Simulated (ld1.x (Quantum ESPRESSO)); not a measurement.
**nitrogen, ultrasoft: configuration errors across variants**

```json
{"Element": "nitrogen (N)", "Generator": "ld1.x (Quantum ESPRESSO) 7.5", "Type": "ultrasoft", "Functional": "LDA (PZ)", "Relativity": "scalar-relativistic", "Frozen core": "[He]", "Valence charge": "5", "Reference configuration": "2s2 2p3", "Partial waves": "2s (bound): rcut 0.60, rcutus 0.75 bohr; 2s channel at 1.1 Ry: rcut 0.60, rcutus 0.75 bohr; 2p (bound): rcut 1.90, rcutus 2.50 bohr; 2p channel at -0.05 Ry: rcut 1.90, rcutus 2.50 bohr; 3d channel at 0.45 Ry: rcut 1.85, rcutus 2.20 bohr", "Local potential": "all-electron potential smoothed inside 1.10 bohr (lloc = -1)", "Core correction": "Bessel-smoothed model core inside 0.65 bohr", "Augmentation charge": "built from norm-conserving waves at rcut, not smoothed further"}
```

All-electron excitation energies from the reference (eV): (1) 2s2 2p2 13.732; (2) 2s2 2p1 42.702; (3) 2s2 2p0 89.866; (4) 2s0 2p5 22.452; (5) 2s2 2p2.5 5.167; (6) 2s1 2p4 11.204; (7) 2s1 2p0 167.340; (8) 2s2 2p3 spin -2.892; (9) 2s2 2p2 spin 12.043.

Spin tests fill each open shell by Hund’s rule, majority spin first.

The overlap operator is not positive definite (basis up to 400 Ry) in “all radii but the core radius scaled by about 1.15 (s 0.86, p 2.88, d 2.52 bohr, rcut 0.68/2.18/2.12); local potential all-electron potential smoothed inside 1.26 bohr (lloc = -1)”, “all radii but the core radius scaled by about 1.23 (s 0.92, p 3.06, d 2.70 bohr, rcut 0.74/2.34/2.28); local potential all-electron potential smoothed inside 1.34 bohr (lloc = -1)”, “all radii but the core radius scaled by about 1.31 (s 0.98, p 3.28, d 2.90 bohr, rcut 0.78/2.50/2.44); local potential all-electron potential smoothed inside 1.44 bohr (lloc = -1)”, “all radii but the core radius scaled by about 1.36 (s 1.02, p 3.40, d 3.00 bohr, rcut 0.82/2.58/2.52); local potential all-electron potential smoothed inside 1.50 bohr (lloc = -1)”. Such files are unfit for use, however small their errors in these radial tests.

Tests that are not counted but printed errors over 1 eV. “all radii but the core radius scaled by about 1.23 (s 0.92, p 3.06, d 2.70 bohr, rcut 0.74/2.34/2.28); local potential all-electron potential smoothed inside 1.34 bohr (lloc = -1)”: 2s2 2p1 (solver errors, printed error -6.8 eV). “all radii but the core radius scaled by about 1.31 (s 0.98, p 3.28, d 2.90 bohr, rcut 0.78/2.50/2.44); local potential all-electron potential smoothed inside 1.44 bohr (lloc = -1)”: 2s2 2p2 (spin-polarised) (solver errors, printed error -66.0 eV); 2s2 2p2 (solver errors, printed error -31.2 eV); 1 more. “all radii but the core radius scaled by about 1.36 (s 1.02, p 3.40, d 3.00 bohr, rcut 0.82/2.58/2.52); local potential all-electron potential smoothed inside 1.50 bohr (lloc = -1)”: 2s2 2p2.5 (solver errors, printed error -149 eV); 2s2 2p2 (spin-polarised) (solver errors, printed error -65.2 eV); 2 more.

2 further variants failed, have other tests or too few solved ones, and are left out.

A true bound ghost makes a file unfit for plane-wave use even where its test errors are small: the radial tests pick states by their node count and pass the ghost by.

Errors AE − PS in meV (a dash: test not solved or not reliable):

```tsv
change	(1)	(2)	(3)	(4)	(5)	(6)	(7)	(8)	(9)	bound ghosts
base	+66	+446	+1399	+41	+11	+9.3	+2247	+63	+97	s
all radii but the core radius scaled by about 0.93 (s 0.70, p 2.32, d 2.04 bohr, rcut 0.56/1.76/1.72); local potential all-electron potential smoothed inside 1.02 bohr (lloc = -1)	+26	+228	+966	+59	+3.9	+14	+1554	–	–	s
all radii but the core radius scaled by about 1.15 (s 0.86, p 2.88, d 2.52 bohr, rcut 0.68/2.18/2.12); local potential all-electron potential smoothed inside 1.26 bohr (lloc = -1)	-339	-315	+2168	-50	-107	-11	+3475	-4.9	-522	not determined (overlap not positive)
all radii but the core radius scaled by about 1.23 (s 0.92, p 3.06, d 2.70 bohr, rcut 0.74/2.34/2.28); local potential all-electron potential smoothed inside 1.34 bohr (lloc = -1)	-356	–	+2776	-108	-118	-24	+4440	-36	-555	not determined (overlap not positive)
all radii but the core radius scaled by about 1.31 (s 0.98, p 3.28, d 2.90 bohr, rcut 0.78/2.50/2.44); local potential all-electron potential smoothed inside 1.44 bohr (lloc = -1)	–	–	+3252	-134	-127	-32	+5191	-57	–	not determined (overlap not positive)
all radii but the core radius scaled by about 1.36 (s 1.02, p 3.40, d 3.00 bohr, rcut 0.82/2.58/2.52); local potential all-electron potential smoothed inside 1.50 bohr (lloc = -1)	–	–	+3786	-165	–	-40	+6031	-91	–	not determined (overlap not positive)
```

Q: Give the same row for: all radii but the core radius scaled by about 1.05 (s 0.78, p 2.62, d 2.30 bohr, rcut 0.62/2.00/1.94); local potential all-electron potential smoothed inside 1.16 bohr (lloc = -1).

A: +88, +993, +1673, +39, +2.4, +8.6, +2686, +33, +101; bound ghosts: s.
